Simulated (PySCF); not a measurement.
Identify the unknown among the candidates.

All candidates are C6H7F3.

* Triplet: lowest triplet excitation (Tamm–Dancoff): 3.24 eV [TDA wB97X-D/def2-SVPD]
* Dipole: 2.21 D [wB97X-D/def2-SVPD]
* 13C NMR: chemical shifts (computed TMS as zero) by class: 146.0 (1 C), 144.4 (1 C), 133.1 (1 C), 130.4 (1 C), 124.1 (1 C), 38.1 (1 C) ppm [GIAO PBE0/pcSseg-1]
* Rotational structure: rotational constants A, B, C: 2.446, 1.248, 0.989 GHz [PBE0-D3(BJ)/def2-SVP]
* Couplings: largest of the computed one-bond spin–spin couplings (means over like bonds): 19F–13C -342.5 (×3), 13C–1H +171.4, 13C–1H +169.4, 13C–1H +168.7, 13C–1H +166.3, 13C–1H +162.2, 13C–1H +135.4 (×2) Hz [B3LYP/pcJ-1, spin–dipole term left out for some pairs]
* Polarisability: 78.1 au [wB97X-D/def2-SVPD]
* NMR, other nuclei: isotropic shieldings of nuclei other than C and H, by class: 256 (3 F) ppm [GIAO PBE0/pcSseg-1]
* UV, first state: lowest singlet excitation: 5.79 eV (214 nm, f = 0.565) [TDDFT wB97X-D/def2-SVPD]
* Valence photoelectron: vertical ionisation energy: 9.03 eV [ΔSCF wB97X-D/def2-SVPD]
* 1H NMR: chemical shifts (computed TMS as zero) by class: 6.57 (1 H), 5.66 (1 H), 5.63 (1 H), 5.59 (1 H), 5.58 (1 H), 2.66 (2 H) ppm [GIAO PBE0/pcSseg-1]

The electronic properties come from PySCF, for the isolated species, density fitting. Levels stand in brackets. Isolated species at its PBE0-D3(BJ)/def2-SVP geometry (one conformer only). NMR classes are plain means over equivalent atoms (diastereotopic ones count apart unless rotation or inversion swaps them), as if these changed places fast.

Problem. Which candidate is it?
A. `C=CC(=C)CC(F)(F)F`
B. `C=C/C=C\CC(F)(F)F`
C. `CC(C)C#CC(F)(F)F`

Solution. A. It is `C=CC(=C)CC(F)(F)F`. Numbering: `[CH2:1]=[CH:2][C:3](=[CH2:4])[CH2:5][C:6]([F:7])([F:8])[F:9]`. Its formula, C6H7F3, gives 2 degrees of unsaturation: 0 rings and 2 π bonds in the structure found. 6 carbons fall into 6 classes; from least to most shielded: alkene CH carbon [C2] (146.0 ppm), fully substituted alkene carbon [C3] (144.4 ppm), terminal =CH2 carbon [C4] (133.1 ppm), CF3 carbon [C6] (130.4 ppm), terminal =CH2 carbon [C1] (124.1 ppm), allylic carbon [C5] (38.1 ppm). Hydrogen classes from least to most shielded: 1 H on an alkene CH carbon, C2 (6.57 ppm), 1 H on a terminal =CH2 carbon, C4 (5.66 ppm), 1 H on a terminal =CH2 carbon, C1 (5.63 ppm), 1 H on a terminal =CH2 carbon, C1 (5.59 ppm), 1 H on a terminal =CH2 carbon, C4 (5.58 ppm), 2 H on an allylic carbon, C5 (2.66 ppm). The other shieldings belong to: 256 ppm, fluorine of a CF3 group [F7/F8/F9]. The couplings run between: -342.5 Hz, fluorine of a CF3 group [F7] and CF3 carbon [C6] (with 2 like pairs); +171.4 Hz, terminal =CH2 carbon [C1] and its hydrogen; +169.4 Hz, terminal =CH2 carbon [C4] and its hydrogen; +168.7 Hz, terminal =CH2 carbon [C4] and its hydrogen; +166.3 Hz, terminal =CH2 carbon [C1] and its hydrogen; +162.2 Hz, alkene CH carbon [C2] and its hydrogen; +135.4 Hz, allylic carbon [C5] and its hydrogen (with 1 like pair). The first electron is taken from the HOMO, whose largest Löwdin shares are 0.25 on a terminal =CH2 carbon, 0.24 on a terminal =CH2 carbon, 0.19 on the alkene CH carbon and 0.18 on the fully substituted alkene carbon. The optimised geometry has point group C1 and is an asymmetric top.

The others, at the same levels:
- `C=C/C=C\CC(F)(F)F` fails: its computed 13C shifts are 143.5 (1 C), 138.3 (1 C), 130.4 (1 C), 128.9 (1 C), 127.6 (1 C), 35.8 (1 C) ppm, 1H shifts are 6.79 (1 H), 6.39 (1 H), 5.62 (1 H), 5.61 (1 H), 5.59 (1 H), 2.76 (2 H) ppm and rotational constant A is 3.612 GHz (against 2.446 GHz).
- `CC(C)C#CC(F)(F)F` fails: it has 5 carbon classes against 6; its computed 13C shifts are 119.5 (1 C), 98.9 (1 C), 74.2 (1 C), 23.3 (2 C), 22.0 (1 C) ppm, 1H shifts are 2.48 (1 H), 1.21 (6 H) ppm and rotational constant A is 3.311 GHz (against 2.446 GHz).

Each candidate is one conformer, not necessarily the lowest. The conformers computed, where there is a choice (atom-mapped SMILES and torsion angles):
- `[CH2:1]=[CH:2][C:3](=[CH2:4])[CH2:5][C:6]([F:7])([F:8])[F:9]`: C1–C2–C3–C4 178°, C2–C3–C5–C6 88°, C3–C5–C6–F7 179°
- `[CH2:1]=[CH:2]/[CH:3]=[CH:4]\[CH2:5][C:6]([F:7])([F:8])[F:9]`: C1–C2–C3–C4 180°, C3–C4–C5–C6 114°, C4–C5–C6–F7 179°

One-bond C–F couplings are unscaled; at this level they come out some 30 % too large in size.
